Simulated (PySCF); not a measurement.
## Radial density of Se⁺ (selenium, charge +1)

UHF, [Ar] 3d10 4s2 4p3, high-spin 4S determinant. Calculation: PySCF 2.14, in x2c-SVPall; scalar relativity by spin-free X2C-1e.

| r (bohr) | 4πr²ρ (e/bohr) | 4πr²(ρα − ρβ) |
| --- | --- | --- |
| 0.000632 | 0.2098 | 0.0000 |
| 0.00106 | 0.5686 | 0.0000 |
| 0.00179 | 1.451 | 0.0000 |
| 0.00301 | 3.414 | 0.0000 |
| 0.00506 | 7.759 | 0.0001 |
| 0.00851 | 16.17 | 0.0003 |
| 0.0143 | 29.02 | 0.0015 |
| 0.0241 | 40.53 | 0.0075 |
| 0.0405 | 39.80 | 0.0307 |
| 0.0681 | 34.31 | 0.0875 |
| 0.115 | 47.10 | 0.1071 |
| 0.193 | 40.55 | -0.0182 |
| 0.324 | 26.64 | 0.1320 |
| 0.545 | 31.48 | 0.1506 |
| 0.917 | 10.19 | 0.2180 |
| 1.54 | 3.700 | 1.6661 |
| 2.59 | 1.367 | 0.9230 |
| 4.36 | 0.1138 | 0.1020 |
| 7.34 | 7.267e-05 | 0.0001 |

Densities and radii are taken from the X2C orbitals without a picture-change correction, which distorts them close to the nucleus.

Q: Where is the radial spin density 4πr²(ρα − ρβ) most negative, and why is it negative at all?

A: Around r = 0.193 bohr, down to -0.0182 e/bohr: exchange with the open shell polarises the paired shells in an unrestricted calculation.
